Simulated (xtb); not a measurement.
C$_{2}$H$_{2}$F (SMILES C=[C]F), doublet, from a rough starting geometry; GFN2-xTB run with xtb 6.7.1.

Here is a job for xtb.
```
$ xtb mol.xyz --gfn 2 --uhf 1 --opt vtight --json

# file mol.xyz
5

C     -0.62749303     0.58450427    -0.00720670
C      0.48014688    -0.01852582    -0.03838525
F     -1.82154855    -0.12038462     0.06122206
H      0.55440858    -1.05903957     0.02097912
H      1.37172587     0.63178176    -0.03436417
```

Output, abridged:

```
   ID    Z sym.   atoms
    1    6 C      1, 2
    2    9 F      3
    3    1 H      4, 5

           -------------------------------------------------
          |                Calculation Setup                |
           -------------------------------------------------

           -------------------------------------------------
          |                 G F N 2 - x T B                 |
           -------------------------------------------------

          ...................................................
          :                      SETUP                      :
          :.................................................:
          :  # basis functions                  14          :
          :  # atomic orbitals                  14          :
          :  # shells                            8          :
          :  # electrons                        17          :
          :  max. iterations                   250          :
          :  Hamiltonian                  GFN2-xTB          :
          :  restarted?                      false          :
          :  GBSA solvation                  false          :
          :  PC potential                    false          :
          :  electronic temp.          300.0000000     K    :
          :  accuracy                    1.0000000          :
          :  -> integral cutoff          0.2500000E+02      :
          :  -> integral neglect         0.1000000E-07      :
          :  -> SCF convergence          0.1000000E-05 Eh   :
          :  -> wf. convergence          0.1000000E-03 e    :
          :  Broyden damping             0.4000000          :
          :  net charge                          0          :
          :  unpaired electrons                  1          :
          ...................................................

 iter      E             dE          RMSdq      gap      omega  full diag
   1     -9.9878486 -0.998785E+01  0.498E+00    4.15       0.0  T
   2     -9.9968567 -0.900806E-02  0.341E+00    4.46       1.0  T
   3     -9.9976316 -0.774928E-03  0.199E+00    4.13       1.0  T
   4    -10.0058576 -0.822597E-02  0.314E-01    4.32       1.0  T
   5    -10.0060150 -0.157481E-03  0.917E-02    4.29       1.0  T
   6    -10.0060201 -0.507547E-05  0.353E-02    4.29       1.3  T
   7    -10.0060199  0.238196E-06  0.140E-02    4.30       3.2  T
   8    -10.0060208 -0.953215E-06  0.292E-03    4.30      15.3  T
   9    -10.0060208 -0.227573E-07  0.905E-04    4.30      49.4  T
  10    -10.0060209 -0.373128E-08  0.124E-04    4.30     361.9  T

   *** convergence criteria satisfied after 10 iterations ***

         :::::::::::::::::::::::::::::::::::::::::::::::::::::
         ::                     SUMMARY                     ::
         :::::::::::::::::::::::::::::::::::::::::::::::::::::
         :: total energy              -9.884211000756 Eh    ::
         :: gradient norm              0.116303270734 Eh/a0 ::
         :: HOMO-LUMO gap              4.296330737209 eV    ::
         ::.................................................::
         :: SCC energy               -10.006020845197 Eh    ::
         :: -> isotropic ES            0.009165316595 Eh    ::
         :: -> anisotropic ES         -0.000248340394 Eh    ::
         :: -> anisotropic XC          0.001603002394 Eh    ::
         :: -> dispersion             -0.001254185138 Eh    ::
         :: repulsion energy           0.121809844441 Eh    ::
         :: add. restraining           0.000000000000 Eh    ::
         :: total charge               0.000000000000 e     ::
         :::::::::::::::::::::::::::::::::::::::::::::::::::::

      -----------------------------------------------------------
     |                   =====================                   |
     |                        A N C O P T                        |
     |                   =====================                   |
     |               Approximate Normal Coordinate               |
[...]
 * total energy  :    -9.8842110 Eh     change       -0.4856027E-10 Eh
 * total energy  :    -9.8911153 Eh     change       -0.6904265E-02 Eh
 * total energy  :    -9.8920834 Eh     change       -0.9681077E-03 Eh
 * total energy  :    -9.8936017 Eh     change       -0.1518361E-02 Eh
 * total energy  :    -9.8937841 Eh     change       -0.1823967E-03 Eh
 * total energy  :    -9.8938335 Eh     change       -0.4939126E-04 Eh
 * total energy  :    -9.8938443 Eh     change       -0.1072777E-04 Eh
 * total energy  :    -9.8938476 Eh     change       -0.3375486E-05 Eh
 * total energy  :    -9.8938487 Eh     change       -0.1031466E-05 Eh
 * total energy  :    -9.8938487 Eh     change       -0.1063930E-07 Eh
   *** GEOMETRY OPTIMIZATION CONVERGED AFTER 10 ITERATIONS ***
         :: total energy              -9.893848668226 Eh    ::
[...]
         :: -> dispersion             -0.001261101963 Eh    ::
         :: repulsion energy           0.109608098604 Eh    ::
         :: add. restraining           0.000000000000 Eh    ::
         :: total charge               0.000000000000 e     ::
         :::::::::::::::::::::::::::::::::::::::::::::::::::::

           -------------------------------------------------
          |                Property Printout                |
           -------------------------------------------------

    * Orbital Energies and Occupations

         #    Occupation            Energy/Eh            Energy/eV
      -------------------------------------------------------------
         1        2.0000           -0.8372144             -22.7818
         2        2.0000           -0.6406109             -17.4319
         3        2.0000           -0.5874357             -15.9849
         4        2.0000           -0.5424175             -14.7599
         5        2.0000           -0.5421987             -14.7540
         6        2.0000           -0.5289897             -14.3945
         7        2.0000           -0.4920021             -13.3881
         8        2.0000           -0.4268175             -11.6143
         9        1.0000           -0.3506282              -9.5411 (HOMO)
        10                         -0.2125137              -5.7828 (LUMO)
        11                          0.0741195               2.0169
        12                          0.1617611               4.4017
        13                          0.3400713               9.2538
        14                          0.6778176              18.4444
      -------------------------------------------------------------
                  HL-Gap            0.1381145 Eh            3.7583 eV
             Fermi-level           -0.3351469 Eh           -9.1198 eV

     #   Z          covCN         q      C6AA      α(0)
     1   6 C        1.765     0.090    29.002     8.707
     2   6 C        2.832    -0.111    30.791     9.093
     3   9 F        0.785    -0.145    10.684     3.861
     4   1 H        0.925     0.088     1.900     2.155
     5   1 H        0.926     0.078     1.998     2.210

 Mol. C6AA /au·bohr⁶  :        285.152280
 Mol. C8AA /au·bohr⁸  :       6653.898050
 Mol. α(0) /au        :         26.027128

Wiberg/Mayer (AO) data.
largest (>0.10) Wiberg bond orders for each atom

 ---------------------------------------------------------------------------
     #   Z sym  total        # sym  WBO       # sym  WBO       # sym  WBO
 ---------------------------------------------------------------------------
     1   6 C    3.243 --     2 C    2.027     3 F    1.123
     2   6 C    3.976 --     1 C    2.027     5 H    0.956     4 H    0.892
     3   9 F    1.255 --     1 C    1.123
     4   1 H    0.983 --     2 C    0.892
     5   1 H    0.994 --     2 C    0.956
 ---------------------------------------------------------------------------

Topologies differ in total number of bonds
Writing topology from bond orders to xtbtopo.mol

molecular dipole:
                 x           y           z       tot (Debye)
 q only:        0.613       0.007      -0.016
   full:        0.644      -0.107      -0.014       1.661
molecular quadrupole (traceless):
                xx          xy          yy          xz          yz          zz
 q only:       -1.415      -0.193       1.127       0.050      -0.018       0.288
  q+dip:       -1.125      -0.879       1.543       0.042      -0.030      -0.418
   full:       -1.792      -0.524       1.459       0.069      -0.017       0.333

optimized geometry written to: xtbopt.xyz

           -------------------------------------------------
          | TOTAL ENERGY               -9.893848668226 Eh   |
          | GRADIENT NORM               0.000069834203 Eh/α |
          | HOMO-LUMO GAP               3.758285633011 eV   |
           -------------------------------------------------

normal termination of xtb
```
